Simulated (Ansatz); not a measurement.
Input for Ansatz (a quantum-chemistry and plane-wave program): U-wB97M-V/def2-TZVPPD on S (SMILES [S]). The basis file is the Basis Set Exchange's JSON of that set.

Ansatz 0.2 input:
```yaml
crystal:
  periodic: [false, false, false]
  atoms:
    - {symbol: S, position_ang: [0.00000000, 0.00000000, 0.00000000]}
basis:
  gaussian:
    orbitals: def2-TZVPPD.json
hamiltonian:
  xc: {name: wB97M-V}
magnetization: {spin_polarized: true, initial_magnetization: 2}
```

Predict the final total energy.

-398.0915 hartree.
